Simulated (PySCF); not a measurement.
## Dipole moment and polarisability of `C#C/C=C\O[SiH3]`

Compound: C4H6OSi.
Numbering: `[CH:1]#[C:2]/[CH:3]=[CH:4]\[O:5][SiH3:6]` (hydrogens: H7 on C1; H8 on C3; H9 on C4; H10, H11, H12 on Si6)

Geometry (PBE0-D3(BJ)/def2-SVP, Å), atoms numbered from 1 in this order:
```xyz
12
C4H6OSi angstrom
C      2.963    0.536    0.043
C      2.079   -0.283    0.197
C      1.072   -1.262    0.388
C     -0.241   -1.060    0.166
O     -0.736    0.105   -0.269
Si    -2.355    0.470   -0.547
H      3.739    1.265   -0.095
H      1.373   -2.252    0.741
H     -0.956   -1.875    0.341
H     -3.136    0.303    0.715
H     -2.375    1.880   -1.007
H     -2.910   -0.445   -1.589
```

Level: PBE0/def2-SVPD (PySCF), static field, nuclei fixed, core orbitals frozen in the response. The polarisability tensor in these axes (au):

```
x   116.14   8.62   4.22
y     8.62  75.12  -4.65
z     4.22  -4.65  59.11
```

Problem. Diagonalise the tensor; give its mean and Δα, where Δα² is half the sum of the squared differences of the eigenvalues.

Solution. Principal values 57.15, 75.16 and 118.06 au; mean 83.45 au = 12.37 Å³ = 13.76 × 10⁻⁴⁰ C²·m²/J; Δα = 54.20 au (65 % of the mean).

Problem. What is the dipole moment, and where does it point?

Solution. (-1.93, -0.42, -0.07) D, 1.97 D in size, pointing from the negative to the positive side. Measured along this direction, the outermost atoms are H7 at the negative end and H12 and H10 at the positive end.

Problem. In TDDFT the mean static polarisability is Σ f/ω² over all singlet excitations (ω in hartree). How much of it do the 6 lowest give? Their energies (eV) and oscillator strengths: 5.25, 0.0004; 5.35, 0.4237; 5.44, 0.0000; 5.85, 0.0006; 6.32, 0.0043; 6.52, 0.0002.

Solution. They add up to 11.05 au, 13.2 % of the 83.45 au; the largest single term is 10.94 au, from the state at 5.35 eV. Terms in order: 0.01, 10.94, 0.00, 0.01, 0.08, 0.00 au. Higher excitations give the rest. The strengths listed sum to 0.429.

Problem. Find the Langevin capture rate constant for NH4+ (18.034 u) meeting this molecule (98.019 u), k = 2.342 × 10⁻⁹ cm³/s × √(α in Å³ / reduced mass in u).

Solution. The reduced mass is 15.23 u, so k = 2.11 × 10⁻⁹ cm³/s. The formula leaves out the permanent dipole, which adds to the capture rate.

Problem. Along which axes do the principal values lie, and how far do the nuclei extend along each?

Solution. Largest value along (0.98, 0.19, 0.06), where the nuclei span 6.92 Å; middle along (-0.16, 0.94, -0.31), 5.03 Å; least along (-0.11, 0.30, 0.95), 2.43 Å. The response follows the extents in order.

Problem. What would n − 1 = 2πNα be for an ideal gas of these molecules at 500 K and 1 atm, electronic part alone?

Solution. N = p/kT = 1.4678 × 10¹⁹ cm⁻³, so n − 1 = 2π × N × 12.37 × 10⁻²⁴ cm³ = 1141 × 10⁻⁶ at long wavelengths, for an ideal gas.

Problem. In a dilute gas of rigid molecules at 350 K, how does the orientational term μ²/3kT compare with the electronic polarisability?

Solution. In Gaussian units μ²/3kT = 26.84 Å³ against 12.37 Å³, a ratio of 2.17; the Debye molar polarisation (4π/3)N_A(α + μ²/3kT) is 98.9 cm³/mol, leaving out the vibrational part.

Geometry: PBE0-D3(BJ)/def2-SVP, one conformer, isolated molecule.

The run behind these numbers computed excited states as well. On an Arm Neoverse N1 with one thread, shared host, this took 33 s wall and 0.80 GiB of memory at its peak.
